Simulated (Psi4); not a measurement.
Pair of molecules, SMILES O with SMILES [GeH4] (the first has 3 atoms); geometry from B3LYP-D3(BJ)/def2-TZVP, rigid monomers moved along the line of their centres of mass till O1···Ge4 is 3.77 Å.
(charge 0, multiplicity 1):
```xyz
8

O      0.262    -0.124     0.401
H     -0.653     0.033     0.145
H      0.702     0.727     0.305
Ge    -0.227    -0.046     4.134
H     -0.457     0.038     5.656
H     -0.657     1.292     3.511
H     -1.080    -1.185     3.564
H      1.261    -0.296     3.866
```

All values below come from SAPT0/aug-cc-pVDZ (Psi4 1.11).

### Question
Give the four SAPT terms and the total, and say what mostly holds the pair together.

### Answer
electrostatics -0.85, exchange 0.62, induction -0.16, dispersion -0.70, total -1.09 kcal/mol; the largest attraction is electrostatics.
